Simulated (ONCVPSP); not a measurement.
Building the ONCV potential for Sc (PBE, scalar-relativistic).

- Element: scandium
- Generator: ONCVPSP 4.0.1
- Type: optimised norm-conserving Vanderbilt (ONCV)
- Functional: PBE
- Relativity: scalar-relativistic
- Frozen core: [Ne]
- Valence charge: 11
- Reference configuration: 3s2 3p6 3d1 4s1 4p1
- Partial waves: 3s+4s: rc 1.85 bohr, ncon 4, nbas 7, qcut 7.7 1/bohr, 2 projectors; 3p+4p: rc 1.80 bohr, ncon 4, nbas 8, qcut 8.7 1/bohr, 2 projectors; 3d: rc 2.60 bohr, ncon 4, nbas 8, qcut 5.3 1/bohr, 2 projectors, debl 0.4 Ha
- Local potential: polynomial inside 1.15 bohr (lpopt 5, dvloc0 0 Ha)
- Core correction: polynomial model core, fcfact 0.15

* Cutoffs needed: 18 Ha and 23 Ha (the cutoffs (Ha) at which the residual kinetic energy of the hardest occupied pseudo-wave falls to 1 and 0.1 mHa per electron)
* Ghost test: no bound ghost flagged; no localised positive-energy state flagged
* Largest excitation error: -8.0 meV (all-electron minus pseudo) for 3s2 3p6 3d1 4s0 4p0, out of 4 test configurations
* rms error of d²Exc/dni dnj: 1.96 mHa without and 1.62 mHa with the model core
